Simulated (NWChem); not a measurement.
Species: C2H2FI; SMILES C=C(F)I

def2 effective core potentials on I; no spin-orbit coupling.

Problem. Give the equilibrium geometry at PBE0/def2-SVP with def2 effective core potentials on I (NWChem) as a list of bonds and angles, with the point group.

Solution. point group Cs; any orientation.
Bond lengths (Å): C1–C2 1.327, C1–H5 1.088, C1–H6 1.093, C2–F3 1.319, C2–I4 2.098. Angles (°): C2–C1–H5 121.2, C2–C1–H6 118.9, H5–C1–H6 119.9, C1–C2–F3 122.8, C1–C2–I4 124.7, F3–C2–I4 112.5.
